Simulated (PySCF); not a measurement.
Job file and geometry (Å, from GFN2-xTB) of an NMR shielding run on SMILES C[NH2+][BH2-][C@H](B)/C=C/F, C₄H₁₂B₂FN, PySCF, GIAO PBE0/pcSseg-1 NMR shielding, non-relativistic, gas phase; density fitting, a coarse starting grid and PySCF grid level 2 are the driver's defaults:

```
$ OMP_NUM_THREADS=1 python probes_run.py task.json out

{"job": {"kind": "nmr", "xc": "PBE0", "basis": "pcSseg-1"}, "charge": 0, "multiplicity": 1}
B      1.300002     2.193537     0.900807
C      0.950600     0.716319     0.599699
B     -0.720193     0.734099     0.351561
N     -1.066142    -0.842309     0.098273
C     -2.408617    -1.117949    -0.408431
C      1.566854     0.138053    -0.611879
C      2.049073    -1.093323    -0.686906
F      2.561761    -1.599154    -1.844732
H      1.622917     2.922325     0.043981
H      1.195348     2.602489     1.992236
H      1.117190     0.047786     1.449848
H     -1.034211     1.314812    -0.633834
H     -1.318431     1.067284     1.319877
H     -0.352040    -1.169409    -0.558284
H     -0.917683    -1.327060     0.980049
H     -3.142564    -0.741138     0.301281
H     -2.570658    -2.186031    -0.564505
H     -2.546938    -0.592534    -1.350827
H      1.580516     0.753891    -1.499655
H      2.128067    -1.811009     0.118405
```

Question: Write the output of this run.

Answer: 
```
coarse grid: 16104 points
cycle   1  E = -363.3023322957  dE =  7.424e-01  |g| = 5.875e-01  |ddm| = 3.724e+00
cycle   2  E = -363.2596704501  dE =  4.266e-02  |g| = 7.581e-01  |ddm| = 1.237e+00
cycle   3  E = -363.3850500022  dE = -1.254e-01  |g| = 1.131e-01  |ddm| = 7.038e-01
cycle   4  E = -363.3879073188  dE = -2.857e-03  |g| = 4.426e-02  |ddm| = 1.346e-01
cycle   5  E = -363.3882893506  dE = -3.820e-04  |g| = 1.467e-02  |ddm| = 4.321e-02
cycle   6  E = -363.3883313822  dE = -4.203e-05  |g| = 3.568e-03  |ddm| = 1.510e-02
cycle   7  E = -363.3883340701  dE = -2.688e-06  |g| = 8.783e-04  |ddm| = 3.814e-03
final grid: 154312 points
cycle   8  E = -363.4352881942  dE = -6.160e-05  |g| = 9.561e-03  |ddm| = 3.608e-02
cycle   9  E = -363.4352753807  dE =  1.281e-05  |g| = 1.244e-02  |ddm| = 1.998e-02
cycle  10  E = -363.4353112343  dE = -3.585e-05  |g| = 1.983e-03  |ddm| = 1.170e-02
cycle  11  E = -363.4353120269  dE = -7.926e-07  |g| = 3.141e-04  |ddm| = 1.844e-03
cycle  12  E = -363.4353120468  dE = -1.999e-08  |g| = 1.461e-04  |ddm| = 3.673e-04
cycle  13  E = -363.4353120518  dE = -4.932e-09  |g| = 3.371e-05  |ddm| = 1.380e-04
cycle  14  E = -363.4353120520  dE = -2.472e-10  |g| = 8.010e-06  |ddm| = 2.927e-05
converged SCF energy = -363.4353120520

GIAO shielding tensors (ppm)
atom      isotropic    diamagn.    paramagn.     s11        s22        s33       span
  0 B       20.040     192.010    -171.970    -55.158    -11.207    126.485    181.644
  1 C      138.006     254.057    -116.051     96.744    146.772    170.501     73.757
  2 B      123.215     190.877     -67.662    113.390    120.387    135.867     22.477
  3 N      214.974     322.812    -107.838    199.763    214.048    231.111     31.348
  4 C      154.132     242.175     -88.043    132.403    141.568    188.425     56.022
  5 C       52.883     260.076    -207.193    -41.263     60.086    139.827    181.090
  6 C       37.039     254.670    -217.631    -47.204     70.087     88.235    135.439
  7 F      313.820     470.902    -157.082    240.485    333.518    367.459    126.974
  8 H       24.337      30.047      -5.710     16.630     27.699     28.683     12.053
  9 H       24.254      30.051      -5.798     17.325     26.901     28.536     11.211
 10 H       29.569      34.857      -5.288     25.714     29.659     33.333      7.619
 11 H       30.555      33.155      -2.601     26.746     31.110     33.808      7.061
 12 H       29.827      32.811      -2.984     26.508     30.169     32.806      6.298
 13 H       27.672      35.071      -7.399     19.511     24.488     39.017     19.506
 14 H       29.785      34.251      -4.466     22.852     27.606     38.898     16.046
 15 H       28.841      27.358       1.483     24.244     27.079     35.199     10.955
 16 H       29.071      26.772       2.299     24.105     26.692     36.418     12.313
 17 H       29.128      28.345       0.783     24.829     27.398     35.157     10.328
 18 H       25.095      33.135      -8.040     22.466     26.216     26.604      4.138
 19 H       25.200      32.472      -7.272     22.731     24.089     28.780      6.049
```

Size and cost of the density-fitted run: 196 basis functions, 37 s wall time on 1 thread of an Arm Neoverse V1, shared host; peak memory 0.86 GiB.
